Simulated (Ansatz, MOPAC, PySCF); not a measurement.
Pair of molecules: HF (SMILES F) (first 2 atoms) with CH2F2 (SMILES FCF); geometry from B3LYP-D3(BJ)/def2-TZVP, rigid monomers moved along the line of their centres of mass till H2···F3 is 3.28 Å.
(charge 0, multiplicity 1):
```xyz
7

F     -0.12660     0.09559    -0.06366
H      0.19282     0.62387     0.63389
F      0.86908     0.97743     3.81999
C      0.50203    -0.10174     4.60420
F     -0.60055     0.24877     5.30424
H      1.32216    -0.30031     5.29319
H      0.26392    -0.93235     3.94054
```

Monomers are frozen at their geometry in the pair; levels with a basis set take the counterpoise correction. Rows marked so take none.

Frozen-core correlation. CBS(a, b) extrapolates the correlation energy as X⁻³ and adds the Hartree–Fock energy of set b. Rows in 6-31G* carry no dispersion term and start afresh at each structure (6-31G* with six Cartesian d functions). The state reached by AM1 isn't checked.

Codes used: Ansatz (a first-principles code); MOPAC for AM1 (differences of heats of formation); PySCF for 6-31G* rows. Each number belongs to the level named beside it.

Problem. What is the computed interaction energy (AM1)?

Solution. -0.5 kcal/mol
